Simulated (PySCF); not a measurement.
Simulation results for CH5B2Ge, Al2GeH3N

Computed with PySCF 2.14.0. Calculation on a computer-drawn molecule: optimised geometry and harmonic frequencies of an isolated molecule of the commonest isotopes, restricted reference for singlets and unrestricted otherwise, frozen core in MP2; on germanium a core potential holds 10 electrons, which the energies leave out, and 3d is frozen in MP2 and coupled-cluster steps.

Common to all runs: charge 0; basis and core potential on germanium cc-pVDZ-PP ECP10MDF.

(1) CH5B2Ge

Start structure:
```xyz
9
CH5B2Ge
B     -0.9345    -2.0008     1.3756
C     -0.3540    -0.7661     1.3531
Ge     1.1454    -0.5113     0.1602
B      2.1505     1.1612    -0.0995
H     -1.4677    -3.1146     1.3245
H     -0.5122     0.1441     1.8925
H      1.3199    -1.8555    -0.6519
H      1.8553     1.9954     0.5581
H      2.9899     1.1272    -0.8640
```

* multiplicity: 2
* method: HF
* basis: cc-pVDZ
* rotational constants: 20.82, 2.842, 2.501 GHz
* total energy: -383.4230 hartree
* spin squared: 0.7888
* convergence status largest gradient component: 1.692e-05 hartree/bohr

Drawn bonds:
```
atom  other atom  order
   1           2      1
   2           3      2
   3           4      1
   1           5      1
   2           6      1
   3           7      1
   4           8      1
   4           9      1
```

Optimised structure:
```xyz
9
CH5B2Ge
B     -0.9824    -2.0146     1.3889
C     -0.3298    -0.7939     1.3270
Ge     1.1260    -0.5459     0.1089
B      2.1601     1.1288    -0.1020
H     -1.5005    -3.0697     1.4001
H     -0.5971     0.0582     1.9427
H      1.3838    -1.8279    -0.6866
H      1.8803     2.0804     0.5689
H      3.0522     1.1642    -0.8994
```

Modes:
```
frequency (cm⁻¹)  reduced mass (dalton)
           74.99                  2.794
           118.6                  2.847
           209.8                  3.022
           274.1                  1.271
           431.6                  1.041
             594                  3.999
           632.5                  1.313
           642.1                  1.258
           665.3                  3.622
           709.6                  1.239
           810.5                    1.2
           854.7                  1.242
           885.8                  1.322
            1046                   1.23
            1231                  1.159
            1491                  5.873
            2220                   1.02
            2684                  1.048
            2782                  1.131
            2940                  1.128
            3340                   1.09
```

(2) Al2GeH3N

Start structure:
```xyz
7
Al2GeH3N
Al    -3.4072     3.0870    -0.0160
Al    -1.7185     0.8634    -0.4001
N     -0.7375    -0.4245    -0.6204
Ge     0.3404    -1.8350    -0.8593
H      1.7417    -1.5987    -0.2546
H      0.5448    -2.1572    -2.3558
H     -0.2246    -3.1113    -0.1980
```

* multiplicity: 1
* method: MP2
* basis: cc-pV(D+d)Z
* rotational constants: withheld
* total energy: withheld

Drawn bonds:
```
atom  other atom  order
   1           2      1
   2           3      2
   3           4      1
   4           5      1
   4           6      1
   4           7      1
```

Q: What rotational constants does the calculation give for Al2GeH3N (entry 2)?
A: 80.31, 0.5751, 0.5751 GHz

Q: Al2GeH3N (entry 2): total energy?
A: -833.7313 hartree

Further results for Al2GeH3N (entry 2):

* convergence status largest gradient component: 1.267e-05 hartree/bohr

Optimised structure:
```xyz
7
Al2GeH3N
Al    -3.4154     3.0960    -0.0153
Al    -1.7492     0.9048    -0.3923
N     -0.7392    -0.4207    -0.6188
Ge     0.3643    -1.8663    -0.8646
H      1.7552    -1.6024    -0.2518
H      0.5491    -2.1635    -2.3670
H     -0.2258    -3.1243    -0.1944
```

Modes:
```
frequency (cm⁻¹)  reduced mass (dalton)
           32.59                   22.1
           32.75                  22.14
            79.1                  6.921
            79.2                  6.916
             211                  24.96
           441.3                  28.32
           641.8                  1.127
           641.9                  1.127
             900                  1.048
           911.1                   1.02
           911.1                   1.02
            1178                  13.06
            2146                  1.024
            2146                  1.024
            2162                  1.011
```
